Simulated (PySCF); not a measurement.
Species: C4H12S2Si.
SMILES: `CCSCCS[SiH3]`

Vertical excitations from PySCF (density fitting, frozen core in the response, grid level 2 and gas phase unless stated; continuum runs use non-equilibrium linear response for the excitations) on a GFN2-xTB geometry. Reference run:

```json
{"settings": "PBE0/def2-SVPD, full TDDFT, 6 singlets", "S1, eV (f)": "5.19 (0.001)", "S2, eV (f)": "5.50 (0.008)", "S3, eV (f)": "5.70 (0.001)", "S4, eV (f)": "5.85 (0.021)", "S5, eV (f)": "5.92 (0.009)", "S6, eV (f)": "6.20 (0.005)", "T1, eV (Tamm–Dancoff)": "4.81", "mean α (au)": "123.3"}
```

Problem. What do these settings give: (1) PBE0/def2-SVPD, TDA, 12 singlets; (2) B97-D/def2-SVPD, fitting basis def2-qzvpp-jkfit, full TDDFT, 25 singlets?

Solution. 
```tsv
settings	S1, eV (f)	S2, eV (f)	S3, eV (f)	S4, eV (f)	S5, eV (f)	S6, eV (f)	T1, eV (Tamm–Dancoff)	mean α (au)
PBE0/def2-SVPD, TDA, 12 singlets	5.20 (0.002)	5.51 (0.009)	5.72 (0.001)	5.86 (0.024)	5.93 (0.007)	6.21 (0.006)	4.81	123.3
B97-D/def2-SVPD, fitting basis def2-qzvpp-jkfit, full TDDFT, 25 singlets	4.49 (0.001)	4.79 (0.001)	5.03 (0.006)	5.20 (0.002)	5.24 (0.023)	5.37 (0.001)	4.39	127.1
```

(1) S1 moves by +0.01 eV; the lowest Tamm–Dancoff root can't lie below the lowest full-response root of a stable reference. (2) S1 moves by -0.70 eV (B97-D has no exact exchange, PBE0 25 % exact exchange). States are counted by energy in each run and needn't keep their character from row to row.

Problem. Give the leading configurations of S1 (H = HOMO, L = LUMO) and the HOMO–LUMO gap of each run.

Solution. 
```tsv
settings	S1 configurations (weight)	S1 (eV)	orbital gap (eV)	S1 − gap (eV)
PBE0/def2-SVPD, full TDDFT, 6 singlets	H→L 0.60, H→L+1 0.19	5.19	6.34	-1.15
PBE0/def2-SVPD, TDA, 12 singlets	H→L 0.61, H→L+1 0.19	5.20	6.34	-1.14
B97-D/def2-SVPD, fitting basis def2-qzvpp-jkfit, full TDDFT, 25 singlets	H→L 1.00	4.49	4.46	+0.03
```

The values belong to the conformer `[CH3:1][CH2:2][S:3][CH2:4][CH2:5][S:6][SiH3:7]`: C1–C2–S3–C4 73°, C2–S3–C4–C5 172°, S3–C4–C5–S6 180°, C4–C5–S6–Si7 -179°.
